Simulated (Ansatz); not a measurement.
Consider the ligand exchange at the Si–O bond: `O[SiH](O)Br` + CH₃OH → `CO[SiH](O)Br` + H₂O.

Program: Ansatz. Geometries: PBE0-D4/def2-TZVP. ΔE: electronic, gas phase. CCSD(T)/CBS adds triple-zeta CCSD(T) − MP2 to the extrapolated MP2 energy (def2 sets, frozen cores). This one scheme is used for every species. Functionals use def2-TZVPP. B3LYP here is the variant with VWN-RPA as its local correlation; programs differ in this. For Br outer-core shells are correlated without core-valence functions, which leaves a few kJ/mol of doubt a bond. Scalar relativity is left out up to krypton. Each species was taken in one conformer, which may not be the lowest.

`O[SiH](O)Br`:

Cartesian coordinates in Å:
```
O -0.283 1.223 0.977
Si 0.375 0.075 0.041
O -0.482 -0.073 -1.339
Br 0.374 -1.917 1.045
H -1.216 1.164 1.188
H 1.774 0.471 -0.174
H -0.543 -0.942 -1.738
```

CH₃OH:

```xyz
6

C    -0.051   -0.215   -0.279
O     0.670    0.443    0.737
H     0.663   -0.828   -0.831
H    -0.515    0.485   -0.984
H    -0.829   -0.877    0.122
H     0.062    0.992    1.236
```

`CO[SiH](O)Br`:

Cartesian coordinates in Å:
```
C 0.897 -1.239 -0.620
O 0.135 -0.054 -0.719
Si -0.325 0.907 0.504
O -1.338 2.042 -0.056
Br -1.313 -0.362 2.048
H 1.900 -1.034 -0.233
H 0.407 -1.968 0.032
H 0.988 -1.662 -1.621
H 0.798 1.607 1.150
H -2.149 1.762 -0.484
```

H₂O:

Z-matrix (Å, degrees):
```
O
H 1 0.960
H 1 0.960 2 105.1
```

Is it downhill or uphill in electronic energy at CCSD(T)/CBS, and by how much? (Estimate.)

The calculation gave: Downhill: ΔE = -6.1 kJ/mol.

What do these levels give: PBE-D4, PBE0-D4, ωB97X-V, B3LYP, MP2/def2-TZVPP, HF/def2-QZVPP? (Best estimate.)

Computed: PBE-D4 -1.5, PBE0-D4 -1.9, ωB97X-V -2.1, B3LYP 2.4, MP2/def2-TZVPP -5.6, HF/def2-QZVPP 1.5 kJ/mol.

Largest T1 diagnostic among the species: 0.010.

The D4 term adds −6.3 kJ/mol with B3LYP and −3.7 kJ/mol with PBE0; it sums over pairs of atoms, weighted by their polarisabilities, and B3LYP, whose exchange is more repulsive, gets the larger term. In def2-TZVPP, CCSD(T) changes the Hartree–Fock value by −6.5 kJ/mol (the triples alone add −1.0 kJ/mol) and MP2 by −7.8 kJ/mol.
